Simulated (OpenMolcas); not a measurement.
**C I: effect of the level shift or regulariser**

* Program: OpenMolcas
* Basis: ANO-RCC-VDZP [3s2p1d]
* Scalar Hamiltonian: DKH2, point nucleus
* Active space: 2 electrons in 3 orbitals (2p)
* State averaging: 2S+1 = 3 even, 3 roots; 2S+1 = 1 even, 6 roots
* Spin-orbit coupling: RASSI with atomic mean-field integrals over the reference wave functions, term energies averaged over their components

Methods on the same reference wave functions:
A. CASSCF
B. SS-CASPT2, IPEA 0.25 Eh, imaginary shift 0.1 Eh (closed shells correlated: 1s 2s)
C. SS-CASPT2, IPEA 0.25 Eh, real shift 0.2 Eh (closed shells correlated: 1s 2s)

Energies in eV above 2s2 2p2 3P0, the measured ground level; measured values from NIST Handbook of Basic Atomic Spectroscopic Data.

| Level | A | B | C | Measured |
| --- | --- | --- | --- | --- |
| 2s2 2p2 3P0 | 0.0000 | 0.0000 | 0.0000 | 0.0000 |
| 2s2 2p2 3P1 | 0.0019 | 0.0019 | 0.0019 | 0.0020 |
| 2s2 2p2 3P2 | 0.0057 | 0.0057 | 0.0057 | 0.0054 |
| 2s2 2p2 1D2 | 1.5949 | 1.445 | 1.447 | 1.2637 |
| 2s2 2p2 1S0 | 3.9416 | 3.173 | 3.187 | 2.6840 |

Deviations, from unrounded energies. A percentage is the sum of absolute deviations over the sum of measured energies, with the sign that they share, or ± where signs differ.

```csv
Against measurement,Levels,A,B,C
mean absolute deviation (cm-1),4,3200,1400,1400
fine structure of the ground term (%),2,±6.2,±6.2,±6.2
other terms of the ground configuration (%),2,+40.2,+17.0,+17.4
```

B, C lie about equally close to measurement and A furthest from it. The largest miss of B in the table is 2s2 2p2 1S0, by +3900 cm-1. The ranking rests on the paired levels alone, and a cruder setting can come out closer through cancelling errors.

Between B and C the level of the table that moves most is 2s2 2p2 1S0, by 120 cm-1 (lowest in B, highest in C). Moves below CASPT2's spread within the term are not significant.

The mean deviations of B to C differ by less than CASPT2's widest spread within a term (160 cm-1), so their order carries little weight.

From A to B the spin-free energies of the other terms of 2s2 2p2 shown, above 3P, scale by factors of 0.80 to 0.91.

The lowest spin-free term lies below A's lowest term by 0.063 hartree in B, 0.062 hartree in C.

CASPT2 breaks the degeneracy within a term, and the mean is taken; among the terms shown or strongly mixed into the levels shown the widest spread is 160 cm-1 (2s2 2p2 1D, B). With the s shell closed, the reference lacks s² → p² mixing. Without dynamic correlation excited terms often stand tens of per cent too high (terms of higher spin than the ground term too low), and those without a measured partner can miss by more than the paired ones (holds for A). Some terms miss by over 15 % even with CASPT2, which points to a basis or an active space too small for the shells correlated (holds for B; C). Computed and measured levels are paired by configuration, term and J; levels that our copy of the source lacks, or whose pairing is in doubt (as where it misses far off the trend of its configuration), stay unpaired and out of the deviations. Levels of configurations outside the active space are missing.
